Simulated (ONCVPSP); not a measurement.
**What one change does to a pseudopotential (Au, ONCV)**

Au, optimised norm-conserving Vanderbilt (ONCV), made with ONCVPSP 4.0.1 (PBE, fully relativistic). Core [Kr] 4d10 4f14, reference 5s2 5p6 5d10 6s0.5 6p0.5. Waves: 5s+6s: rc 1.65 bohr, ncon 5, nbas 9, qcut 6.4 1/bohr, 2 projectors; 5p+6p: rc 1.55 bohr, ncon 3, nbas 7, qcut 9.1 1/bohr, 2 projectors; 5d: rc 2.30 bohr, ncon 4, nbas 9, qcut 5.6 1/bohr, 2 projectors, debl 1.7 Ha. Local part: polynomial inside 1.35 bohr (lpopt 5, dvloc0 3 Ha). Core correction: Teter function fitted to the true core (icmod 2), fcfact 0.25.

Open shells are filled in proportion to 2j + 1.

Change: d: rc 1.82.

Cutoffs: the cutoffs (Ha) at which the residual kinetic energy of the hardest occupied pseudo-wave falls to 1 and 0.1 mHa per electron; they do not see the model core or the augmentation charge, which bear on the density cutoff. Errors are all-electron minus pseudo energies relative to the spin-unpolarised reference configuration.

Predict the effect on cutoff, ghosts and configuration errors.

The potential gets harder (26 Ha and 72 Ha → 26 Ha and 86 Ha); of the 3 tests that both files solve, the error grows in 0 and shrinks in 2 by more than 15 % and 0.3 meV (median size 0.9 → 0.3 meV); neither file shows a bound ghost. A smaller radius makes the pseudo-wave follow the all-electron one further in, where it bends more sharply, so more plane waves are needed.

| quantity | base | changed |
| --- | --- | --- |
| cutoff, loose | 26 Ha | 26 Ha |
| cutoff, tight | 72 Ha | 86 Ha |
| loose cutoff by channel | s 19 Ha, p 26 Ha, d 14 Ha | s 19 Ha, p 26 Ha, d 24 Ha |
| bound ghosts | none | none |
| GHOST(+) flags under 300 eV | d5/2 at 66.4 eV | d5/2 at 81.7 eV |
| tests with a reliable result | 3 of 4 | 3 of 4 |
| error for 5s2 5p6 5d10 6s1 6p0, meV [ΔE -2.53 eV] | -0.1 | -0.3 |
| error for 5s2 5p6 5d10 6s0 6p0, meV [ΔE 6.90 eV] | +0.9 | 0.0 |
| error for 5s2 5p6 5d9 6s1 6p0, meV [ΔE 9.62 eV] | +17 | +0.5 |
| s: phases at 1.67 bohr within 0.05 rad from the reference energy up to (Ha; the scan ends near 5) | to the end of the scan | to the end of the scan |
| p3/2: phases at 1.58 bohr within 0.05 rad from the reference energy up to (Ha; the scan ends near 5) | to the end of the scan | to the end of the scan |
| p1/2: phases at 1.58 bohr within 0.05 rad from the reference energy up to (Ha; the scan ends near 5) | to the end of the scan | to the end of the scan |
| rms error of d²Exc/dni dnj with the model core, mHa | 3.08 | 3.06 |
